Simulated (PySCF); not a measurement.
Identify the unknown among the candidates.

All candidates are C5H9ClO2.

- Polarisability: 80.9 au [CAM-B3LYP/def2-SVPD]
- Dipole: 1.74 D [CAM-B3LYP/def2-SVPD]
- Rotational structure: rotational constants A, B, C: 2.404, 1.100, 0.965 GHz [PBE0-D3(BJ)/def2-SVP]
- UV, first state: lowest singlet excitation: 5.94 eV (209 nm, f = 0.001) [TDDFT CAM-B3LYP/def2-SVPD]
- UV, strongest line: among the 6 lowest singlet transitions: S5 at 8.13 eV (153 nm, f = 0.131) [TDDFT CAM-B3LYP/def2-SVPD]

Gas-phase values; electronic properties from PySCF, density fitting. Levels stand in brackets. The structure is a single PBE0-D3(BJ)/def2-SVP conformer in the gas phase; no vibrational or solvent corrections.

Question: Which candidate is it?
A. `CC(=O)O[C@H](C)CCl`
B. `C=C(Cl)COCCO`
C. `ClC[C@@H]1CCOCO1`

Answer: A. It is `CC(=O)O[C@H](C)CCl`. Numbering: `[CH3:1][C:2](=[O:3])[O:4][C@H:5]([CH3:6])[CH2:7][Cl:8]`. Its formula, C5H9ClO2, gives 1 degree of unsaturation: 0 rings and 1 π bond in the structure found. The optimised geometry has point group C1 and is an asymmetric top.

The others, at the same levels:
- `ClC[C@@H]1CCOCO1` fails: its computed lowest singlet excitation is 7.49 eV (166 nm, f = 0.004) (against 5.94 eV), strongest line among the 6 lowest singlet transitions is S6 at 8.37 eV (148 nm, f = 0.035) (against S5 at 8.13 eV) and rotational constant A is 4.250 GHz (against 2.404 GHz).
- `C=C(Cl)COCCO` fails: its computed lowest singlet excitation is 6.69 eV (185 nm, f = 0.000) (against 5.94 eV), strongest line among the 6 lowest singlet transitions is S2 at 6.83 eV (181 nm, f = 0.279) (against S5 at 8.13 eV) and static isotropic polarisability is 85.6 au (against 80.9 au).

Each candidate is one conformer, not necessarily the lowest. Dipoles, sizes and rotational constants follow the conformer. The torsions of the flexible species, by atom-mapped SMILES:
- `[CH3:1][C:2](=[O:3])[O:4][C@H:5]([CH3:6])[CH2:7][Cl:8]`: C1–C2–O4–C5 -178°, C2–O4–C5–C6 -162°, O4–C5–C7–Cl8 58°

The conformers of `ClC[C@@H]1CCOCO1` and `C=C(Cl)COCCO` aren't listed.
